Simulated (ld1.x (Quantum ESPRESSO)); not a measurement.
**Pseudopotential generation for C (Z = 6): TM, PBE, non-relativistic.**

carbon (C), norm-conserving Troullier–Martins (Kleinman–Bylander form), made with ld1.x (Quantum ESPRESSO) 7.5 (PBE, non-relativistic). Core [He], reference 2s2 2p2. Waves: 2s (bound): rc 1.35 bohr; 2p (bound): rc 2.65 bohr; 3d channel at 0.05 Ry: rc 2.50 bohr. Local part: the d channel. Core correction: a·sin(br)/r model core inside 0.70 bohr.

* Cutoffs needed: 30 Ry and 70 Ry (the cutoffs (Ry, on a coarse ladder) from which the occupation-weighted sum of valence levels, in a spherical-Bessel basis at the reference potential, stays within 10 and 1 mRy of its value at 400 Ry)
* Ghost test: no extra level below or beside the all-electron valence levels (s, p, d, f tested) (spherical-Bessel basis up to 400 Ry, 20 bohr box)
* Largest excitation error: +1582 meV (all-electron minus pseudo) for 2s1 2p0, out of 7 test configurations
